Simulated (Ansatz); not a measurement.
```yaml
crystal:
  periodic: [false, false, false]
  atoms:
    - {symbol: C, position_ang: [0.166519, -0.773310, 2.692266]}
    - {symbol: C, position_ang: [0.060136, -1.199676, 1.442891]}
    - {symbol: Te, position_ang: [1.642550, -1.146549, 0.055248]}
    - {symbol: Si, position_ang: [0.197054, -0.171875, -1.730606]}
    - {symbol: C, position_ang: [-0.319362, 1.580538, -1.344940]}
    - {symbol: H, position_ang: [-0.661421, -0.884415, 3.386696]}
    - {symbol: H, position_ang: [1.068713, -0.307219, 3.072960]}
    - {symbol: H, position_ang: [-0.853169, -1.662842, 1.082376]}
    - {symbol: H, position_ang: [-1.003348, -1.040735, -1.873492]}
    - {symbol: H, position_ang: [1.000511, -0.243664, -2.979815]}
    - {symbol: H, position_ang: [-0.847377, 1.617244, -0.389620]}
    - {symbol: H, position_ang: [-0.984317, 1.965972, -2.122801]}
    - {symbol: H, position_ang: [0.553911, 2.231831, -1.276164]}
basis:
  gaussian: {orbitals: ANO-RCC-VTZP, fitting: {mean_field: cc-pVTZ-jkfit}}
magnetization: {spin_polarized: true, initial_magnetization: 2}
hamiltonian: {xc: {name: SVWN5}}
scf: {lower_state_search: full}
output: {forces: true}
```

```sh
$ ansatz run in.yaml --threads 2 --pin off --events-out ev --progress --plain --max-ram 32768MiB --backend cuda --devices 0, --max-vram 18GiB
```

Shortened log:

```
Functional definition: SVWN5
Error: <dir> the basis set cc-pVTZ-JKFIT has no functions for Te
```

It took 5.5 s on 2 threads of an AMD EPYC 7R13 on a shared host and a share of an NVIDIA H100 80 GB, with 0.73 GiB of host memory at the peak.
